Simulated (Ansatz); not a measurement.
Born–Oppenheimer molecular dynamics of a periodic cell of 17 atoms, Si16Ge (host Si, host structure diamond, interstitial Ge). It starts from a relaxed structure.

Level of theory: Ansatz 0.2.0, DFT PBE-D3(BJ), scalar-relativistic, plane waves, PAW. Settings: accuracy low, PAW set soft_1, cutoff 420 eV, k mesh 2x2x2, fermi-dirac smearing 0.05 eV, no spin polarisation.

```yaml
ensemble: NVT, Langevin thermostat
time_step: 2 fs
steps_asked: 140
set_temperature: 1500 K
friction: 0.005 /fs
seed: 303479
```

Frames 10 fs apart, positions in Å.

Velocities at 160.0 fs (Å/ps):

```
Si -1.61 -0.85 3.94
Si -1.32 -6.23 4.01
Si 0.01 0.41 6.97
Si 4.33 0.99 7.75
Si -6.73 3.32 -10.00
Si -2.65 0.53 1.18
Si -11.34 2.34 -5.08
Si -1.03 1.86 11.89
Si 3.00 -3.00 0.51
Si 8.11 -15.13 0.92
Si -11.32 0.27 2.91
Si -4.44 2.08 0.10
Si -2.22 2.97 4.06
Si -5.31 -3.54 -4.99
Si -3.44 -1.23 -0.51
Si -3.99 6.36 0.78
Ge -3.05 1.83 -4.32
```

```xyz
17
Lattice="0.0000 5.4300 5.4300 5.4300 0.0000 5.4300 5.4300 5.4300 0.0000" Properties=species:S:1:pos:R:3 time_fs=160.0 energy_less_start_eV=2.408 T=925
Si -0.229 -0.086 -0.015
Si 1.167 1.029 1.589
Si 2.032 2.772 0.301
Si 3.676 4.221 1.331
Si 2.674 -0.218 2.967
Si 3.933 1.518 4.218
Si 5.080 2.807 2.731
Si 6.686 4.129 4.140
Si -0.215 2.516 2.768
Si 0.899 3.949 4.106
Si 2.383 5.660 2.920
Si 3.920 7.029 4.439
Si 2.304 2.493 5.750
Si 3.819 3.831 6.889
Si 5.151 5.412 5.447
Si 6.202 6.801 6.851
Ge 2.633 5.401 5.556
17
Lattice="0.0000 5.4300 5.4300 5.4300 0.0000 5.4300 5.4300 5.4300 0.0000" Properties=species:S:1:pos:R:3 time_fs=170.0 energy_less_start_eV=1.814 T=1187
Si -0.247 -0.086 0.035
Si 1.129 0.975 1.628
Si 2.062 2.773 0.390
Si 3.702 4.232 1.428
Si 2.640 -0.152 2.878
Si 3.882 1.495 4.237
Si 4.958 2.860 2.700
Si 6.622 4.128 4.253
Si -0.179 2.482 2.770
Si 1.012 3.824 4.104
Si 2.293 5.649 2.947
Si 3.852 7.068 4.430
Si 2.293 2.556 5.748
Si 3.789 3.789 6.876
Si 5.127 5.366 5.472
Si 6.195 6.838 6.873
Ge 2.600 5.413 5.503
17
Lattice="0.0000 5.4300 5.4300 5.4300 0.0000 5.4300 5.4300 5.4300 0.0000" Properties=species:S:1:pos:R:3 time_fs=180.0 energy_less_start_eV=1.751 T=1242
Si -0.272 -0.084 0.075
Si 1.033 0.927 1.639
Si 2.127 2.755 0.486
Si 3.658 4.275 1.552
Si 2.636 -0.077 2.866
Si 3.776 1.425 4.235
Si 4.866 2.906 2.726
Si 6.514 4.113 4.301
Si -0.155 2.432 2.772
Si 1.166 3.761 4.086
Si 2.252 5.622 2.992
Si 3.789 7.120 4.411
Si 2.320 2.621 5.654
Si 3.802 3.782 6.912
Si 5.103 5.307 5.512
Si 6.191 6.861 6.948
Ge 2.557 5.407 5.429
17
Lattice="0.0000 5.4300 5.4300 5.4300 0.0000 5.4300 5.4300 5.4300 0.0000" Properties=species:S:1:pos:R:3 time_fs=190.0 energy_less_start_eV=2.329 T=896
Si -0.313 -0.097 0.048
Si 0.944 0.904 1.626
Si 2.225 2.752 0.568
Si 3.568 4.346 1.638
Si 2.632 -0.047 2.900
Si 3.678 1.333 4.207
Si 4.815 2.900 2.826
Si 6.436 4.080 4.301
Si -0.160 2.372 2.781
Si 1.249 3.764 4.069
Si 2.225 5.576 3.023
Si 3.725 7.151 4.380
Si 2.361 2.640 5.567
Si 3.844 3.795 6.952
Si 5.041 5.261 5.569
Si 6.186 6.874 7.010
Ge 2.527 5.380 5.358
17
Lattice="0.0000 5.4300 5.4300 5.4300 0.0000 5.4300 5.4300 5.4300 0.0000" Properties=species:S:1:pos:R:3 time_fs=200.0 energy_less_start_eV=2.287 T=891
Si -0.387 -0.142 -0.015
Si 0.902 0.907 1.614
Si 2.283 2.755 0.614
Si 3.493 4.421 1.655
Si 2.568 -0.128 2.920
Si 3.647 1.272 4.199
Si 4.804 2.876 2.965
Si 6.409 4.017 4.282
Si -0.214 2.333 2.816
Si 1.223 3.811 4.039
Si 2.197 5.575 2.991
Si 3.678 7.169 4.338
Si 2.419 2.598 5.547
Si 3.900 3.813 6.994
Si 5.003 5.246 5.650
Si 6.192 6.865 7.048
Ge 2.492 5.369 5.309
17
Lattice="0.0000 5.4300 5.4300 5.4300 0.0000 5.4300 5.4300 5.4300 0.0000" Properties=species:S:1:pos:R:3 time_fs=210.0 energy_less_start_eV=1.867 T=1285
Si -0.472 -0.210 -0.090
Si 0.924 0.887 1.587
Si 2.309 2.747 0.622
Si 3.496 4.465 1.599
Si 2.440 -0.299 2.921
Si 3.667 1.229 4.195
Si 4.836 2.842 3.069
Si 6.451 3.921 4.269
Si -0.284 2.329 2.887
Si 1.111 3.838 4.009
Si 2.188 5.661 2.926
Si 3.652 7.160 4.319
Si 2.445 2.504 5.586
Si 3.923 3.817 7.063
Si 5.013 5.267 5.701
Si 6.206 6.899 7.054
Ge 2.478 5.370 5.275
17
Lattice="0.0000 5.4300 5.4300 5.4300 0.0000 5.4300 5.4300 5.4300 0.0000" Properties=species:S:1:pos:R:3 time_fs=220.0 energy_less_start_eV=2.297 T=1117
Si -0.544 -0.276 -0.119
Si 0.942 0.866 1.561
Si 2.293 2.713 0.597
Si 3.559 4.476 1.554
Si 2.300 -0.489 2.917
Si 3.671 1.174 4.175
Si 4.841 2.779 3.081
Si 6.504 3.836 4.290
Si -0.318 2.326 2.945
Si 0.957 3.853 3.999
Si 2.173 5.769 2.816
Si 3.627 7.137 4.350
Si 2.467 2.410 5.659
Si 3.895 3.812 7.123
Si 5.051 5.322 5.734
Si 6.213 6.963 7.018
Ge 2.477 5.349 5.269
17
Lattice="0.0000 5.4300 5.4300 5.4300 0.0000 5.4300 5.4300 5.4300 0.0000" Properties=species:S:1:pos:R:3 time_fs=230.0 energy_less_start_eV=2.661 T=1073
Si -0.544 -0.340 -0.106
Si 0.949 0.842 1.551
Si 2.261 2.676 0.554
Si 3.618 4.434 1.546
Si 2.195 -0.617 2.893
Si 3.616 1.116 4.142
Si 4.816 2.733 3.000
Si 6.495 3.727 4.369
Si -0.306 2.305 2.955
Si 0.858 3.859 4.001
Si 2.172 5.858 2.730
Si 3.585 7.092 4.433
Si 2.455 2.355 5.747
Si 3.847 3.789 7.170
Si 5.102 5.391 5.737
Si 6.165 7.043 6.964
Ge 2.477 5.301 5.283
17
Lattice="0.0000 5.4300 5.4300 5.4300 0.0000 5.4300 5.4300 5.4300 0.0000" Properties=species:S:1:pos:R:3 time_fs=240.0 energy_less_start_eV=2.704 T=855
Si -0.500 -0.352 -0.098
Si 0.948 0.817 1.544
Si 2.225 2.642 0.518
Si 3.619 4.333 1.575
Si 2.153 -0.668 2.866
Si 3.540 1.044 4.111
Si 4.765 2.714 2.913
Si 6.386 3.613 4.454
Si -0.273 2.248 2.917
Si 0.829 3.864 4.029
Si 2.183 5.919 2.703
Si 3.568 7.080 4.498
Si 2.453 2.348 5.814
Si 3.796 3.784 7.165
Si 5.138 5.435 5.743
Si 6.092 7.119 6.892
Ge 2.477 5.237 5.310
17
Lattice="0.0000 5.4300 5.4300 5.4300 0.0000 5.4300 5.4300 5.4300 0.0000" Properties=species:S:1:pos:R:3 time_fs=250.0 energy_less_start_eV=2.403 T=958
Si -0.433 -0.322 -0.049
Si 0.928 0.819 1.534
Si 2.207 2.631 0.532
Si 3.561 4.212 1.623
Si 2.122 -0.667 2.882
Si 3.482 0.994 4.052
Si 4.694 2.706 2.859
Si 6.233 3.573 4.530
Si -0.234 2.189 2.866
Si 0.859 3.865 4.027
Si 2.211 5.963 2.704
Si 3.605 7.058 4.486
Si 2.508 2.369 5.818
Si 3.792 3.759 7.140
Si 5.131 5.452 5.750
Si 6.024 7.187 6.813
Ge 2.473 5.156 5.329
17
Lattice="0.0000 5.4300 5.4300 5.4300 0.0000 5.4300 5.4300 5.4300 0.0000" Properties=species:S:1:pos:R:3 time_fs=260.0 energy_less_start_eV=2.219 T=983
Si -0.393 -0.264 0.019
Si 0.925 0.825 1.503
Si 2.194 2.625 0.586
Si 3.490 4.147 1.670
Si 2.127 -0.668 2.934
Si 3.437 0.941 4.040
Si 4.601 2.678 2.869
Si 6.041 3.613 4.569
Si -0.222 2.198 2.825
Si 0.908 3.880 4.010
Si 2.243 5.980 2.684
Si 3.682 7.040 4.419
Si 2.548 2.376 5.766
Si 3.818 3.731 7.094
Si 5.129 5.428 5.717
Si 5.982 7.245 6.708
Ge 2.467 5.082 5.322
17
Lattice="0.0000 5.4300 5.4300 5.4300 0.0000 5.4300 5.4300 5.4300 0.0000" Properties=species:S:1:pos:R:3 time_fs=270.0 energy_less_start_eV=2.463 T=879
Si -0.432 -0.218 0.057
Si 0.952 0.835 1.456
Si 2.166 2.612 0.611
Si 3.417 4.166 1.692
Si 2.087 -0.666 3.002
Si 3.403 0.881 4.056
Si 4.518 2.634 2.946
Si 5.896 3.714 4.563
Si -0.204 2.253 2.833
Si 0.963 3.896 3.978
Si 2.269 5.978 2.659
Si 3.761 7.009 4.354
Si 2.567 2.413 5.672
Si 3.859 3.725 7.062
Si 5.118 5.407 5.683
Si 5.956 7.297 6.625
Ge 2.453 5.007 5.296
```

Of the whole run (280 fs, mean temperature of the second half 1014 K): The mean temperature of the second half is 32 % below the set value. A run of 0.28 ps of so small a system gives no equilibrium averages. Limits of this set-up: coarse k mesh, low accuracy level.

The run took 17 min on 1 thread of Arm Neoverse V1 (shared host), peak memory 0.69 GiB.
